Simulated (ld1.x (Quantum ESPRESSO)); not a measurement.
Transferability test, ultrasoft potential for Zr (Z = 40)

- Element: zirconium (Zr)
- Generator: ld1.x (Quantum ESPRESSO) 7.5
- Type: ultrasoft
- Functional: PW91
- Relativity: fully relativistic
- Frozen core: [Kr]
- Valence charge: 4
- Reference configuration: 4d2 5s2 5p0
- Partial waves: 5s (bound): rcut 2.70, rcutus 3.52 bohr; 5s channel at 0.15 Ry: rcut 2.70, rcutus 3.52 bohr; 5p (bound, empty): rcut 3.74, rcutus 4.40 bohr; 5p channel at 0.25 Ry: rcut 3.74, rcutus 4.40 bohr; 4d (bound): rcut 2.64, rcutus 3.46 bohr; 4d channel at 0.5 Ry: rcut 2.64, rcutus 3.46 bohr
- Local potential: all-electron potential smoothed inside 3.84 bohr (lloc = -1)
- Core correction: a·sin(br)/r model core inside 2.35 bohr
- Augmentation charge: PSQ, inside the norm-conserving radii

Open shells are filled in proportion to 2j + 1 (rel_dist='average').

Energies are relative to the spin-unpolarised reference configuration 4d2 5s2 5p0; without spin polarisation the order of configurations can differ from experiment. Not all tests gave a result: 1 of 7 tests not solved or not reliable. Left out of the table: 4d1 5s0 5p0 (solver errors, printed error -4.5 eV).

```
valence configuration  charge  ΔE all-electron (eV)  error AE − PS (meV)
          4d2 5s1 5p0      +1                 7.190                 -8.5
          4d2 5s0 5p0      +2                20.168                  -67
          4d3 5s0 5p0      +1                 7.566                  -21
          4d1 5s2 5p1       0                 3.014                 -900
```

Problem. What are ΔE and the potential's error for 4d2.5 5s1.5 5p0?

Solution. ΔE = 0.516 eV all-electron; the error (AE − PS) is -3.7 meV.

Problem. What are ΔE and the potential's error for 4d3 5s1 5p0?

Solution. ΔE = 1.199 eV all-electron; the error (AE − PS) is -33 meV.

Levels in the configuration 4d2 5s1 5p0:

| level | all-electron (eV) | pseudo (eV) |
| --- | --- | --- |
| 4d j=3/2 | -10.122 | -10.140 |
| 4d j=5/2 | -9.980 | -10.000 |
| 5s j=1/2 | -9.997 | -10.021 |

These tests converged, but a pseudo level misses the all-electron one widely, so the file describes the atom poorly there or has found another state: 4d1 5s2 5p1: 4d by 5.4 eV. ld1.x printed “convergence not achieved” for 1 of the counted tests; its residual had stalled under 1e-8, short of the target of 1e-14.
